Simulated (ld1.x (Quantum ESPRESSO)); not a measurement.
# Which change was made? (Er, PAW)

* Element: erbium
* Generator: ld1.x (Quantum ESPRESSO) 7.5
* Type: PAW
* Functional: PBE
* Relativity: non-relativistic
* Frozen core: [Kr] 4d10
* Valence charge: 22
* Reference configuration: 4f12 5s2 5p6 5d0.5 6s1.5 6p0
* Partial waves: 5s (bound): rcut 1.75, rcutus 2.00 bohr; 6s (bound): rcut 1.75, rcutus 2.00 bohr; 5p (bound): rcut 2.05, rcutus 2.35 bohr; 6p (bound, empty): rcut 2.05, rcutus 2.35 bohr; 5d (bound): rcut 2.85, rcutus 3.40 bohr; 5d channel at 0.75 Ry: rcut 2.85, rcutus 3.40 bohr; 4f (bound): rcut 1.10, rcutus 1.15 bohr; 4f channel at 2.5 Ry: rcut 1.10, rcutus 1.15 bohr
* Local potential: all-electron potential smoothed inside 2.60 bohr (lloc = -1)
* Core correction: Bessel-smoothed model core inside 1.10 bohr
* Augmentation charge: BESSEL, radius 1.20 bohr

Cutoffs, loose and tight: the cutoffs (Ry, on a coarse ladder) from which the occupation-weighted sum of valence levels, in a spherical-Bessel basis at the reference potential, stays within 10 and 1 mRy of its value at 400 Ry. They do not see the model core or the augmentation charge, which bear on the density cutoff. Test errors are all-electron minus pseudo excitation energies from the reference, over the configurations 4f12 5s2 5p6 5d0 6s2 6p0; 4f12 5s2 5p6 5d0 6s1 6p0; 4f12 5s2 5p6 5d0 6s0 6p0; 4f12 5s2 5p6 5d1 6s0 6p0; 4f12 5s2 5p6 5d0 6s1.5 6p0; 4f12 5s1 5p6 5d0 6s2 6p0; 4f12 5s2 5p6 5d0 6s1 6p1; variants that change the core or the reference have their own tests. The largest error is taken over the tests solved by every variant that gives reliable tests at all, those not shown here included: 4f12 5s2 5p6 5d0 6s1 6p0; 4f12 5s2 5p6 5d0 6s1.5 6p0; 4f12 5s2 5p6 5d0 6s2 6p0; 4f12 5s2 5p6 5d1 6s0 6p0.

The base gives: outcome: generated, overlap not positive; bound ghosts: not determined (overlap not positive); largest test error (meV): -35.

Problem. After one change the result is: outcome: generated; cutoff, loose: 100 Ry; cutoff, tight: 160 Ry; bound ghosts: none; largest test error (meV): +20. Which change was it?
A. all radii but the core radius scaled by about 1.31 (s 2.62, p 3.08, d 4.46, f 1.50 bohr, rcut 2.30/2.68/3.74/1.44); local potential all-electron potential smoothed inside 3.40 bohr (lloc = -1); augmentation BESSEL, radius 1.58 bohr
B. all radii but the core radius scaled by about 0.76 (s 1.52, p 1.80, d 2.60, f 0.88 bohr, rcut 1.34/1.56/2.18/0.84); local potential all-electron potential smoothed inside 1.98 bohr (lloc = -1); augmentation BESSEL, radius 0.92 bohr
C. all radii but the core radius scaled by about 0.83 (s 1.66, p 1.96, d 2.84, f 0.96 bohr, rcut 1.46/1.72/2.38/0.92); local potential all-electron potential smoothed inside 2.18 bohr (lloc = -1); augmentation BESSEL, radius 1.00 bohr
D. all radii but the core radius scaled by about 0.96 (s 1.92, p 2.26, d 3.28, f 1.10 bohr, rcut 1.68/1.98/2.76/1.06); local potential all-electron potential smoothed inside 2.50 bohr (lloc = -1); augmentation BESSEL, radius 1.16 bohr
E. all radii but the core radius scaled by about 1.19 (s 2.38, p 2.78, d 4.04, f 1.36 bohr, rcut 2.08/2.44/3.38/1.30); local potential all-electron potential smoothed inside 3.08 bohr (lloc = -1); augmentation BESSEL, radius 1.42 bohr

Solution. E. The others give: all radii but the core radius scaled by about 0.96 (s 1.92, p 2.26, d 3.28, f 1.10 bohr, rcut 1.68/1.98/2.76/1.06); local potential all-electron potential smoothed inside 2.50 bohr (lloc = -1); augmentation BESSEL, radius 1.16 bohr → outcome: generated, overlap not positive; bound ghosts: not determined (overlap not positive); largest test error (meV): +4.7 | all radii but the core radius scaled by about 0.76 (s 1.52, p 1.80, d 2.60, f 0.88 bohr, rcut 1.34/1.56/2.18/0.84); local potential all-electron potential smoothed inside 1.98 bohr (lloc = -1); augmentation BESSEL, radius 0.92 bohr → outcome: generated; cutoff, loose: 260 Ry; cutoff, tight: over 300 Ry; bound ghosts: none; largest test error (meV): +0.8 | all radii but the core radius scaled by about 1.31 (s 2.62, p 3.08, d 4.46, f 1.50 bohr, rcut 2.30/2.68/3.74/1.44); local potential all-electron potential smoothed inside 3.40 bohr (lloc = -1); augmentation BESSEL, radius 1.58 bohr → outcome: generated; cutoff, loose: 80 Ry; cutoff, tight: 140 Ry; bound ghosts: none; largest test error (meV): test run stopped at test 2 of 7 (negative rho), 1 before it not solved | all radii but the core radius scaled by about 0.83 (s 1.66, p 1.96, d 2.84, f 0.96 bohr, rcut 1.46/1.72/2.38/0.92); local potential all-electron potential smoothed inside 2.18 bohr (lloc = -1); augmentation BESSEL, radius 1.00 bohr → outcome: generated, overlap not positive; bound ghosts: not determined (overlap not positive); largest test error (meV): -1.6. A file whose overlap is not positive is unfit for use, and its test errors describe a broken file.
